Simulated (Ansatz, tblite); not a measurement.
Forces on BeMe(NH2) (CH5BeN) at its r2SCAN-D4/def2-TZVP geometry. Total charge 0; singlet.

The xTB rows come from tblite.

GFN1-xTB (tblite), largest force 0.96 eV/Å:

```xyz
8
positions Å, forces eV/Å
Be    0.177    0.139    0.178    0.611    0.442    0.589
C    -0.895   -0.648   -0.860   -0.353   -0.288   -0.360
H    -1.751   -0.026   -1.138    0.040   -0.290   -0.098
H    -1.297   -1.564   -0.416   -0.072    0.122   -0.265
H    -0.406   -0.950   -1.793   -0.287   -0.030    0.076
N     1.142    0.836    1.104    0.012    0.013    0.009
H     1.062    0.879    2.108    0.209    0.109   -0.238
H     1.969    1.335    0.816   -0.160   -0.077    0.287
```

GFN2-xTB (tblite), largest force 0.53 eV/Å:

```
Be 0.337 0.244 0.325
C -0.154 -0.152 -0.173
H 0.107 -0.337 -0.075
H -0.047 0.191 -0.292
H -0.321 -0.003 0.140
N -0.128 -0.090 -0.125
H 0.234 0.140 -0.086
H -0.028 0.008 0.286
```

r2SCAN-D4/def2-TZVP (Ansatz), largest force 0.02 eV/Å:

```
Be -0.006 -0.002 -0.004
C 0.015 0.004 0.011
H -0.010 0.007 -0.003
H -0.003 -0.006 0.004
H 0.003 -0.001 -0.007
N -0.007 -0.006 -0.010
H 0.001 0.001 0.009
H 0.006 0.004 0.001
```
